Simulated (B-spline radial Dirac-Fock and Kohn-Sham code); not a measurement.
## Relativistic shifts of the levels of W⁴³⁺

System: tungsten as W⁴³⁺ in the configuration 1s2 2s2 2p6 3s2 3p6 3d10 4s2 4p1.

Both columns are ΔSCF binding energies of the configuration average from a radial atomic solver: non-relativistic Hartree-Fock with a point nucleus, and Dirac-Fock with a finite nucleus and the Coulomb interaction alone, averaged over the two j levels with weights 2j+1.

```
shell  Hartree-Fock (eV)  Dirac-Fock (eV)  shift (eV)  shift (%)
   1s            66332.7          72020.0    +5687.28      +8.57
   2s            12738.7          14264.1    +1525.41     +11.97
   2p            12281.7          12801.2     +519.52      +4.23
   3s             4442.7           4843.4     +400.72      +9.02
   3p             4233.6           4392.9     +159.31      +3.76
   3d             3859.8           3856.9       -2.90      -0.08
   4s             2161.1           2301.0     +139.88      +6.47
   4p             2082.1           2142.4      +60.28      +2.90
```

Relativity binds 1s, 2s, 2p, 3s, 3p, 4s, 4p more strongly, among those listed most of all 2s in relative terms, and 3d more weakly, because the contracted s and p shells screen the nucleus better.

Values without a named source are computed, but for edge energies of neutral atoms, which are taken from tables.
